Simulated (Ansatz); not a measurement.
C$_{8}$H$_{8}$O (`C=COc1ccccc1`), 17 atoms. Charge 0, multiplicity 1. Hardware: A = 2 threads of an AMD EPYC 7R13 on a shared host and a share of an NVIDIA H100 80 GB; B = 2 threads of an AMD EPYC 7R13 on a shared host. Correlated methods freeze the cores. Open-shell runs search over several starts.

Give the basis size and wall time and peak host memory of each of these runs in Ansatz. UKS PBE-D4/def2-TZVPP energy of the cation [A]; RKS PBE-QIDH (frozen core)/def2-TZVPP energy [A]; RHF-CCSD(T)/def2-SVP energy [A]; UKS ωB97M-V/def2-TZVPP energy of the cation [A]; RKS PBE0-D4/def2-TZVP relaxation (10 steps) [A]; UKS PBE0-D4/def2-TZVPP energy of the cation [A]; RKS PBE0-D4/def2-SVP energy [B]; UHF-MP2/def2-QZVPP energy of the cation [A]; RHF-MP2/def2-QZVPP energy [A]; UKS ωB97X-V/def2-TZVPP energy of the cation [A]; UKS r2SCAN-D4/def2-TZVPP energy of the cation [A]; RKS ωB97M-V/def2-TZVPP energy and forces [A]. (Best estimate.)

Ansatz gave: Other jobs shared the machine, so times are rough.

```tsv
level	job	functions	wall time	peak host memory (GiB)
RHF-CCSD(T)/def2-SVP	energy [A]	166	3.9 s	0.79
RKS PBE0-D4/def2-SVP	energy [B]	166	4.2 s	0.54
RHF-MP2/def2-QZVPP	energy [A]	753	7.5 s	1.4
RKS ωB97M-V/def2-TZVPP	energy and forces [A]	391	7.5 s	1
UKS PBE0-D4/def2-TZVPP	energy of the cation [A]	391	7.5 s	0.97
RKS PBE-QIDH (frozen core)/def2-TZVPP	energy [A]	391	8 s	1.8
UKS PBE-D4/def2-TZVPP	energy of the cation [A]	391	8 s	0.98
UKS r2SCAN-D4/def2-TZVPP	energy of the cation [A]	391	10 s	1.1
UKS ωB97M-V/def2-TZVPP	energy of the cation [A]	391	11 s	1.2
UKS ωB97X-V/def2-TZVPP	energy of the cation [A]	391	14 s	1.2
RKS PBE0-D4/def2-TZVP	relaxation (10 steps) [A]	327	29 s	0.93
UHF-MP2/def2-QZVPP	energy of the cation [A]	753	36 s	1.6
```
